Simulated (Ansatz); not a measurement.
Basis-set extrapolation for `CB(O[SiH3])O[SiH3]` (PBE0-D4/def2-TZVP geometry, frozen core, Ansatz 0.2.0). Multiplicity 1, RHF reference.

```csv
,def2-TZVPP,def2-QZVPP
HF,-795.703978,-795.733577
MP2 correlation,-0.988670,-1.063186
CCSD(T) correlation,-1.086395,not run
```

Energies in hartree. Use E(X) = E(∞) + A·exp(−7.88·√X) for Hartree–Fock and E(X) = E(∞) + B·X^(−2.97) for correlation, with X = 3 and 4, and add CCSD(T) minus MP2 of the smaller set to the MP2 limit.

What is the CCSD(T) energy at the basis-set limit?

HF limit: -795.733577 + (-0.029599) × 0.13774 = -795.73765. MP2 limit: -1.063186 + (-0.074516) × 0.74074 = -1.11838. Higher-order term: -1.086395 − (-0.988670) = -0.09772. Total: -796.95375 hartree, 102.5 kcal/mol below CCSD(T)/def2-TZVPP.
